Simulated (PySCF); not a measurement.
Sn(Me)(NH2)3, SMILES [NH2][Sn]([NH2])([NH2])[CH3], CAM-B3LYP/def2-SVP optimised geometry.

```
14

C     -1.57    -1.69     1.64
Sn    -0.52    -0.80     0.00
N     -0.95     1.20     0.00
N      1.51    -0.80     0.00
N     -0.95    -1.88    -1.67
H     -1.36    -2.76     1.68
H     -1.25    -1.22     2.59
H     -2.65    -1.54     1.53
H     -0.57     1.72    -0.79
H     -1.94     1.43     0.09
H      1.94    -0.27     0.76
H      1.93    -1.72    -0.04
H     -1.93    -2.10    -1.81
H     -0.58    -1.50    -2.54
```

Density from PySCF with CAM-B3LYP/def2-TZVP, def2 effective core potentials past Kr at that geometry. The core electrons that the potentials of Sn replace are not part of the density.

Minimum of the electron density along straight lines between bonded atoms, close to the bond critical point (lines longer than 1.1 times the sum of covalent radii, or with two minima, are not listed):

```tsv
bond	length / Å	ρ at the minimum / e bohr⁻³	∇²ρ there / e bohr⁻⁵	position (fraction from the first atom)
C1–Sn2	2.142	0.107	0.12	0.49
Sn2–N3	2.036	0.116	0.33	0.51
Sn2–N4	2.027	0.118	0.33	0.51
Sn2–N5	2.037	0.116	0.33	0.51
C1–H6	1.098	0.270	-0.90	0.64
C1–H7	1.098	0.270	-0.90	0.64
C1–H8	1.099	0.269	-0.89	0.64
N3–H9	1.018	0.329	-1.53	0.73
N3–H10	1.017	0.329	-1.53	0.73
N4–H11	1.017	0.329	-1.54	0.73
N4–H12	1.017	0.329	-1.54	0.73
N5–H13	1.017	0.329	-1.53	0.73
N5–H14	1.018	0.329	-1.53	0.73
```
